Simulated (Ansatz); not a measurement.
Computed with Ansatz on PBE0-D4/def2-TZVP structures; ΔE is electronic, products minus reactants. CCSD(T)/CBS adds triple-zeta CCSD(T) − MP2 to the extrapolated MP2 energy (def2 sets, frozen cores). This one scheme is used for every species. Functionals use def2-TZVPP. B3LYP here is the variant with VWN-RPA as its local correlation; programs differ in this. Each species was taken in one conformer, which may not be the lowest.

Consider the formal exchange of groups at the Si–N bond: `[SiH3]N[SiH2]S` + `[NH2][AlH2]` → `[NH2][AlH][SiH2]S` + `N[SiH3]`.

`[SiH3]N[SiH2]S`:

```xyz
11

Si    1.188    1.289   -0.381
N    -0.084    0.514    0.496
Si   -0.476   -1.156    0.579
S    -2.439   -1.611   -0.135
H     1.886    0.241   -1.164
H     0.649    2.327   -1.302
H     2.162    1.959    0.523
H    -0.711    1.129    0.998
H    -0.530   -1.664    1.972
H     0.567   -1.860   -0.204
H    -2.210   -1.168   -1.383
```

`[NH2][AlH2]`:

```xyz
6

N    -0.823    0.064    0.445
Al    0.727   -0.057   -0.393
H    -1.102   -0.508    1.226
H    -1.555    0.716    0.212
H     1.760   -1.144    0.114
H     0.993    0.929   -1.603
```

`[NH2][AlH][SiH2]S`:

Cartesian coordinates in Å:
```
N -2.166 -0.666 0.524
Al -0.418 -0.551 0.749
Si 0.990 0.289 -1.069
S 2.237 1.848 -0.241
H -2.655 -0.431 -0.325
H -2.820 -0.958 1.232
H 0.181 -0.941 2.166
H 1.827 -0.741 -1.752
H 0.230 0.995 -2.138
H 2.593 1.156 0.854
```

`N[SiH3]`:

Z-matrix (Å, degrees):
```
Si
N 1 1.720
H 1 1.486 2 107.9
H 1 1.494 2 116.0 3 -120.3
H 1 1.486 2 107.9 3 119.4
H 2 1.007 1 119.6 3 -168.6
H 2 1.007 1 119.6 3 49.2
```

| level | ΔE (kJ/mol) | difference from CCSD(T)/CBS |
| --- | --- | --- |
| PBE-D4 | 44.3 | -19.9 |
| r2SCAN-D4 | 58.3 | -5.9 |
| PBE0-D4 | 50.3 | -13.9 |
| B3LYP-D4 | 63.5 | -0.7 |
| ωB97M-V | 69.4 | 5.2 |
| PBE | 41.2 | -23.0 |
| PBE0 | 47.7 | -16.5 |
| B3LYP | 58.6 | -5.6 |
| HF/def2-TZVPP | 75.3 | 11.1 |
| SCS-MP2/def2-TZVPP | 73.3 | 9.1 |
| CCSD(T)/def2-TZVPP | 64.1 | -0.1 |
| HF/def2-QZVPP | 76.8 | 12.6 |
| SCS-MP2/def2-QZVPP | 73.8 | 9.6 |
| HF/CBS(def2) | 77.0 | 12.8 |
| MP2/CBS(def2) | 72.8 | 8.6 |
| CCSD/CBS(def2) | 65.5 | 1.3 |
| CCSD(T)/CBS | 64.2 | 0 |

Largest T1 diagnostic among the species: 0.013.

From PBE to PBE0 (25 % exact exchange), in def2-TZVPP and without D4, ΔE moves by +6.5 kJ/mol. The D4 term adds +4.9 kJ/mol with B3LYP and +2.6 kJ/mol with PBE0; it sums over pairs of atoms, weighted by their polarisabilities, and B3LYP, whose exchange is more repulsive, gets the larger term.
